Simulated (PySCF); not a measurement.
# Cr (chromium, neutral) across methods

[Ar] 3d4 4s1 4p1, one real determinant (an excited configuration). Calculation: PySCF 2.14, in aug-cc-pVDZ (7s6p4d2f, 59 functions); the non-relativistic Hamiltonian (point nucleus).

| method | E (hartree) | mean ε 3d α (eV) | mean ε 4s α (eV) | mean ε 4p α (eV) | Σ⟨r²⟩ (bohr²) | ⟨S²⟩ |
| --- | --- | --- | --- | --- | --- | --- |
| LDA | -1042.036 | -8.729 | -6.331 | -2.612 | 48.54 | 12.000 |
| r2SCAN | -1044.293 | -9.012 | -6.405 | -2.698 | 48.16 | 12.001 |
| PBE | -1044.068 | -8.629 | -6.158 | -2.587 | 48.99 | 12.000 |
| wB97X | -1044.295 | -12.933 | -8.863 | -4.867 | 49.01 | 12.000 |
| UHF | -1043.27932 | -16.598 | -9.160 | -5.079 | 49.30 | 12.001 |
| wB97M-V | -1044.246 | -13.146 | -8.922 | -4.612 | 49.37 | 12.000 |
| CAM-B3LYP | -1044.359 | -12.029 | -8.110 | -4.085 | 48.61 | 12.000 |

(1) Estimate the same row for PBE0.

⟨L²⟩ = 8.00 against 12 for a pure F term, so this real determinant mixes terms.

## Answers

(1) E (hartree) = -1044.111; mean ε 3d α (eV) = -10.747; mean ε 4s α (eV) = -6.986; mean ε 4p α (eV) = -3.256; Σ⟨r²⟩ (bohr²) = 48.71; ⟨S²⟩ = 12.000.
